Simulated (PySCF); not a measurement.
WCl6, SMILES [Cl][W]([Cl])([Cl])([Cl])([Cl])[Cl], multiplicity 1. Coordinates come from a B3LYP-D3(BJ)/def2-SVP optimisation. The spin state was assumed, not searched. The isomer is the one that the SMILES or the coordinates give; other isomers of the formula were not compared. The def2 effective core potentials stand for the cores of W; spin–orbit coupling is left out.

Question: Give the equilibrium geometry at B3LYP-D3(BJ)/def2-SVP (PySCF confirms it by a frequency run) as a Z-matrix, and its point group. (Estimate from the structure and the level; the computed values follow.)

Answer: point group Oh.
```
W
Cl 1 2.3171
Cl 1 2.3171 2 90.00
Cl 1 2.3171 2 90.00 3 180.00
Cl 1 2.3171 3 90.00 2 180.00
Cl 1 2.3171 2 90.00 3 90.00
Cl 1 2.3171 2 90.00 3 -90.00
```
Charge 0, spin multiplicity 1.
